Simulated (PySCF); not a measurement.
## Ti⁷⁺ (titanium, charge +7) across methods

[Ne] 3s2 3p3, high-spin 4S determinant. All numbers are calculated (PySCF 2.14, scalar relativity by spin-free X2C-1e, in an even-tempered Gaussian basis (19 s from 0.32 bohr⁻², ratio 2.5; 12 p from 0.42 bohr⁻², ratio 2.5; 5 d from 2.8 bohr⁻², ratio 2.7; 5 f from 4.2 bohr⁻², ratio 2.7)).

| method | E (hartree) | mean ε 3s α (eV) | mean ε 3s β (eV) | mean ε 3p α (eV) | Σ⟨r²⟩ (bohr²) | ⟨S²⟩ |
| --- | --- | --- | --- | --- | --- | --- |
| TPSSh | -837.147 | -186.09 | -177.18 | -159.28 | 5.826 | 3.750 |
| MN15 | -837.611 | -186.43 | -179.30 | -161.79 | 5.795 | 3.750 |
| UHF | -836.48982 | -201.74 | -183.90 | -169.12 | 5.849 | 3.750 |
| PBE0 | -836.940 | -188.16 | -178.60 | -160.80 | 5.827 | 3.750 |
| r2SCAN | -837.089 | -185.75 | -176.19 | -158.88 | 5.829 | 3.750 |
| LDA | -834.988 | -182.69 | -176.44 | -157.47 | 5.833 | 3.750 |

(1) Estimate the same row for PBE.

Results:

(1) E (hartree) = -836.896; mean ε 3s α (eV) = -183.26; mean ε 3s β (eV) = -176.17; mean ε 3p α (eV) = -157.67; Σ⟨r²⟩ (bohr²) = 5.825; ⟨S²⟩ = 3.750.
